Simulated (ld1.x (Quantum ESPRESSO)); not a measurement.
## rhodium (Rh), PAW: configuration errors across variants

rhodium, PAW, made with ld1.x (Quantum ESPRESSO) 7.5 (LDA (PZ), fully relativistic). Core [Kr], reference 4d6 5s0 5p0 (charge +3). Waves: 5s (bound, empty): rcut 2.05, rcutus 2.25 bohr; 5s channel at -0.5 Ry: rcut 2.05, rcutus 2.25 bohr; 5p (bound, empty): rcut 2.05, rcutus 2.60 bohr; 5p channel at 2.75 Ry: rcut 2.05, rcutus 2.60 bohr; 4d (bound): rcut 1.10, rcutus 1.50 bohr; 4d channel at -1.8 Ry: rcut 1.10, rcutus 1.50 bohr. Local part: all-electron potential smoothed inside 1.85 bohr (lloc = -1). Core correction: a·sin(br)/r model core, default radius (core density twice the valence density). Augmentation charge: BESSEL, radius 1.05 bohr.

Open shells are filled in proportion to 2j + 1 (rel_dist='average').

All-electron excitation energies from the reference (eV): (1) 4d8 5s1 5p0 -60.292; (2) 4d8 5s0 5p0 -52.500; (3) 4d7 5s0 5p0 -32.732; (4) 4d8 5s0 5p1 -56.559; (5) 4d8.5 5s0.5 5p0 -60.885; (6) 4d7 5s1 5p0 -48.949; (7) 4d7 5s2 5p0 -57.911.

Errors AE − PS in meV (a dash: test not solved or not reliable):

```tsv
change	(1)	(2)	(3)	(4)	(5)	(6)	(7)	bound ghosts
base	-302	-339	-120	-299	-397	+469	+2189	not determined
local potential all-electron potential smoothed inside 1.12 bohr (lloc = -1)	-300	-338	-120	-297	-395	-128	-123	not determined
local potential all-electron potential smoothed inside 1.30 bohr (lloc = -1)	-292	-336	-119	-1685	-391	-116	-100	not determined
local potential all-electron potential smoothed inside 1.58 bohr (lloc = -1)	-304	-339	-121	-298	-398	-132	-128	not determined
local potential all-electron potential smoothed inside 1.96 bohr (lloc = -1)	-303	-339	-121	-299	-397	-131	-125	not determined
local potential all-electron potential smoothed inside 2.14 bohr (lloc = -1)	-303	-340	-121	-299	-398	-131	-127	not determined
local potential all-electron potential smoothed inside 2.78 bohr (lloc = -1)	–	–	–	–	–	–	–	not determined
local potential all-electron potential smoothed inside 2.96 bohr (lloc = -1)	–	–	–	–	–	–	–	not determined
```

Task: Give the same row for: local potential all-electron potential smoothed inside 2.46 bohr (lloc = -1).

Result: -304, -341, -122, -299, -399, -131, -127; bound ghosts: not determined.
